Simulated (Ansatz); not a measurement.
Stepwise reaction of `[CH3][Ge]([CH3])([F])[F]` with hydrogen, as a gas-phase model of exchange steps in deposition or etching. ΔE in kJ/mol; ΔG adds harmonic PBE0-D4 terms to CCSD(T)/CBS, at 1 bar.

Calculated with Ansatz (gas phase, PBE0-D4/def2-TZVP geometries, no zero-point term in ΔE). CCSD(T)/CBS is the MP2 limit (def2-TZVPP, def2-QZVPP) plus CCSD(T) − MP2 in def2-TZVPP, frozen cores. This one scheme is used for every species. DFT in def2-TZVPP. B3LYP here is the variant with VWN-RPA as its local correlation; programs differ in this. For Ge outer-core shells are correlated without core-valence functions, which leaves a few kJ/mol of doubt a bond. Scalar relativity is left out up to krypton.

```tsv
step	reaction	PBE-D4	B3LYP-D4	ωB97M-V	CCSD(T)/CBS	ΔG(500 K)
1	`[CH3][Ge]([CH3])([F])[F]` + H₂ → `[CH3][GeH]([F])[F]` + CH₄	-19.5	-23.3	-20.8	-17.4	-14.4
2	`[CH3][GeH]([F])[F]` + H₂ → `[F][GeH2][F]` + CH₄	-17.7	-22.0	-19.2	-15.1	-6.2
```

By hand: ΔE of the 2 steps together at CCSD(T)/CBS.

(-17.4) + (-15.1) = -32.5 kJ/mol, or -16.2 kJ/mol a step.

In ΔE the steps differ by no more than 2.3 kJ/mol. All are downhill at CCSD(T)/CBS. ΔG lies between -14.4 and -6.2 kJ/mol a step. PBE-D4 differs from CCSD(T)/CBS by -2.6 to -2.1 kJ/mol a step. Isolated molecules leave out the surface, adducts and barriers. Largest T1 diagnostic: 0.012.
